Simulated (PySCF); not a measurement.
Isomers of C6H11NOSi, one conformer each; single-point electronic energies without zero-point terms and without any empirical dispersion term.

Computed with PySCF at PBE0/pcSseg-1, non-relativistic, each on one gas-phase PBE0-D3(BJ)/def2-SVP geometry that isn't relaxed in the solvent. The solvent is an IEF-PCM continuum (van der Waals radii × 1.2). Specific hydrogen bonds and non-electrostatic terms are outside this model.

```json
{"isomer": "`CC(=O)N[C@H]1[SiH2]CC=C1`", "relative energy, gas (kcal/mol)": "0.0", "dipole (D)": "3.58"}
{"isomer": "`COC[SiH2]N1C=CC=C1`", "relative energy, gas (kcal/mol)": "15.2", "dipole (D)": "1.61"}
```

Q: How do the relative energies look in chloroform (ε = 4.711)?

A: 
```
                    isomer  relative energy, solvent (kcal/mol)  E(solvent) − E(gas) (kcal/mol)  dipole in solvent (D)
`CC(=O)N[C@H]1[SiH2]CC=C1`                                  0.0                            -5.4                   4.53
      `COC[SiH2]N1C=CC=C1`                                 16.4                            -4.1                   1.94
```

The order is unchanged. Conformers: `[CH3:1][C:2](=[O:3])[NH:4][C@@H:5]1[CH:6]=[CH:7][CH2:8][SiH2:9]1` with C1–C2–N4–C5 177°, C2–N4–C5–C6 142°, N4–C5–C6–C7 -145°, C6–C7–C8–Si9 20°, C7–C8–Si9–C5 -27°, N4–C5–Si9–C8 151°; `[CH3:1][O:2][CH2:3][SiH2:4][n:5]1[cH:6][cH:7][cH:8][cH:9]1` with C1–O2–C3–Si4 -92°, O2–C3–Si4–N5 175°, C3–Si4–N5–C6 -82°. `CC(=O)N[C@H]1[SiH2]CC=C1` gains most from the continuum, and it has the largest gas-phase dipole. The gains span 1.3 kcal/mol, the gas-phase energies 15.2 kcal/mol.
